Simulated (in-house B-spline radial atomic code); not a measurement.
Whole-atom quantities along the 5-electron series, configuration [He] 2s2 2p1. Breit and QED terms are first order and not part of the total energy; the density at the nucleus is averaged over the nuclear charge. Computed with a B-spline radial code for spherical atoms: Dirac-Hartree-Fock, average of the configuration, finite nuclei.

| ion | Z | E/Z² (Eh) | Σ<r²> (bohr²) | n(0)/Z³ (bohr⁻³) | Lamb diamagnetic shielding (ppm) | repulsion over attraction | Breit energy (eV) | self-energy (eV) | vacuum polarisation (eV) | Dirac less non-relativistic energy (Eh) |
| --- | --- | --- | --- | --- | --- | --- | --- | --- | --- | --- |
| Sr33+ | 38 | -1.3407 | 0.088175 | 1.0836 | 1886.02 | 0.021712 | 26.244 | 34.281 | -3.6568 | -37.464 |
| Zr35+ | 40 | -1.3467 | 0.078753 | 1.1341 | 1996.48 | 0.020619 | 30.782 | 40.872 | -4.5141 | -46.344 |
| Nb36+ | 41 | -1.3496 | 0.074575 | 1.16 | 2052.28 | 0.020111 | 33.241 | 44.485 | -4.9976 | -51.346 |
| Mo37+ | 42 | -1.3526 | 0.070707 | 1.1861 | 2108.48 | 0.019626 | 35.831 | 48.32 | -5.5207 | -56.753 |
| Tc38+ | 43 | -1.3555 | 0.067118 | 1.2157 | 2165.09 | 0.019163 | 38.556 | 52.386 | -6.0862 | -62.588 |
| Ru39+ | 44 | -1.3584 | 0.063782 | 1.2444 | 2222.13 | 0.01872 | 41.421 | 56.692 | -6.6962 | -68.873 |
| Rh40+ | 45 | -1.3613 | 0.060676 | 1.2761 | 2279.62 | 0.018296 | 44.43 | 61.248 | -7.3538 | -75.635 |
| Pd41+ | 46 | -1.3642 | 0.057779 | 1.3084 | 2337.56 | 0.01789 | 47.586 | 66.062 | -8.0616 | -82.897 |
| Ag42+ | 47 | -1.3672 | 0.055072 | 1.343 | 2395.98 | 0.017501 | 50.894 | 71.144 | -8.8228 | -90.687 |
| Cd43+ | 48 | -1.3701 | 0.05254 | 1.377 | 2454.89 | 0.017127 | 54.359 | 76.504 | -9.64 | -99.03 |
| In44+ | 49 | -1.373 | 0.050168 | 1.4148 | 2514.31 | 0.016768 | 57.984 | 82.153 | -10.517 | -107.96 |
| Sn45+ | 50 | -1.376 | 0.047942 | 1.453 | 2574.27 | 0.016423 | 61.774 | 88.101 | -11.458 | -117.5 |
| Sb46+ | 51 | -1.379 | 0.045851 | 1.4932 | 2634.77 | 0.01609 | 65.733 | 94.36 | -12.465 | -127.68 |
| Te47+ | 52 | -1.382 | 0.043884 | 1.5333 | 2695.84 | 0.01577 | 69.867 | 100.94 | -13.542 | -138.53 |
| I48+ | 53 | -1.385 | 0.042031 | 1.5781 | 2757.5 | 0.015461 | 74.18 | 107.85 | -14.695 | -150.09 |
| Xe49+ | 54 | -1.388 | 0.040284 | 1.6233 | 2819.76 | 0.015164 | 78.676 | 115.11 | -15.927 | -162.4 |
| Cs50+ | 55 | -1.3911 | 0.038635 | 1.6716 | 2882.66 | 0.014876 | 83.361 | 122.72 | -17.242 | -175.47 |
| Ba51+ | 56 | -1.3942 | 0.037077 | 1.721 | 2946.22 | 0.014598 | 88.239 | 130.71 | -18.646 | -189.36 |
| La52+ | 57 | -1.3974 | 0.035602 | 1.7738 | 3010.45 | 0.01433 | 93.316 | 139.08 | -20.143 | -204.1 |

Task: With what power of Z does the column «Dirac less non-relativistic energy (Eh)» change over this range?

Result: A fit of the logarithm of its size against log Z from Z = 38 to 57 has slope 4.18. An unscreened hydrogenic electron would give 4 at low Z; screening makes the apparent power larger near the neutral end, and relativity raises it again at high Z.
